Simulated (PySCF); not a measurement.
SMILES COC(=O)C[SiH2]B(O)O, GFN2-xTB optimised geometry.

```
18

C      1.62    -3.20    -1.97
O      2.03    -2.23    -1.02
C      1.08    -1.75    -0.21
O     -0.08    -2.12    -0.28
C      1.57    -0.68     0.68
Si     0.89     1.01     0.00
B     -1.10     1.01     0.00
O     -1.90    -0.07     0.00
O     -1.70     2.23     0.00
H      2.50    -3.42    -2.57
H      1.27    -4.10    -1.46
H      0.82    -2.81    -2.59
H      2.66    -0.69     0.70
H      1.18    -0.83     1.68
H      1.56     1.99     0.87
H      1.54     1.16    -1.31
H     -1.46    -0.94    -0.03
H     -2.66     2.20     0.00
```

Density from PBE0/def2-SVP run with PySCF at that geometry.

Minimum of the electron density along straight lines between bonded atoms, close to the bond critical point (lines longer than 1.1 times the sum of covalent radii, or with two minima, are not listed):

| bond | length / Å | ρ at the minimum / e bohr⁻³ | ∇²ρ there / e bohr⁻⁵ | position (fraction from the first atom) |
|---|---|---|---|---|
| C1–O2 | 1.420 | 0.245 | -0.28 | 0.34 |
| O2–C3 | 1.337 | 0.307 | -0.35 | 0.67 |
| C3–O4 | 1.217 | 0.407 | 0.17 | 0.33 |
| C3–C5 | 1.472 | 0.272 | -0.67 | 0.53 |
| C5–Si6 | 1.948 | 0.099 | 0.27 | 0.62 |
| Si6–B7 | 1.983 | 0.115 | 0.08 | 0.38 |
| B7–O8 | 1.349 | 0.208 | 1.17 | 0.33 |
| B7–O9 | 1.357 | 0.204 | 1.16 | 0.33 |
| C1–H10 | 1.087 | 0.286 | -1.12 | 0.64 |
| C1–H11 | 1.092 | 0.282 | -1.09 | 0.64 |
| C1–H12 | 1.092 | 0.283 | -1.09 | 0.64 |
| C5–H13 | 1.085 | 0.277 | -1.02 | 0.63 |
| C5–H14 | 1.087 | 0.273 | -0.98 | 0.63 |
| Si6–H15 | 1.472 | 0.115 | 0.31 | 0.49 |
| Si6–H16 | 1.477 | 0.114 | 0.31 | 0.49 |
| O8–H17 | 0.969 | 0.340 | -2.56 | 0.83 |
| O9–H18 | 0.961 | 0.354 | -2.38 | 0.82 |
